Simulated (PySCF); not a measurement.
## How methods differ on the ionisation energy of Tb³³⁺

Tb³³⁺ [Ar] 3d10 4s2 4p2 [4p1/2^2, M_J = 0] → Tb³⁴⁺ [Ar] 3d10 4s2 4p1 [4p1/2^1, M_J = 1/2], as a difference of total energies. Computed with PySCF 2.14 in an even-tempered Gaussian basis (17 s from 3.3 bohr⁻², ratio 2.8; 13 p from 4.3 bohr⁻², ratio 2.8; 8 d from 7.6 bohr⁻², ratio 2.8; 4 f from 20 bohr⁻², ratio 3), with the two-component X2C-1e Hamiltonian. Correlated levels: [Ne] frozen; the 74 highest virtual spinors dropped. "Screened" scales the spin-orbit matrix elements by Boettger's factors to mimic the two-electron term; Breit and QED terms are absent.

**Question.** Order these methods by the ionisation energy they give, lowest first.
A. GMP2 (spin-free)
B. GHF (spin-free)
C. GHF (screened spin-orbit)
D. GMP2 (screened spin-orbit)

**Answer.** B (1359.8 eV), A (1361.0 eV), C (1388.4 eV), D (1390.1 eV).

Breit and QED terms and the two-electron picture change are absent.

The spin-free rows relax to the high-spin LS determinant and lack the spin-orbit shift.

The labels give the starting determinants; with spin-orbit coupling the two ends relaxed to ⟨J²⟩ = 0.00, ⟨L²⟩ = 1.36, ⟨S²⟩ = 1.36 and ⟨J²⟩ = 0.75, ⟨L²⟩ = 2.04, ⟨S²⟩ = 0.78.

For comparison: 1393 ± 5 eV (theoretical estimate listed by NIST; NIST Atomic Spectra Database, ionization energies).
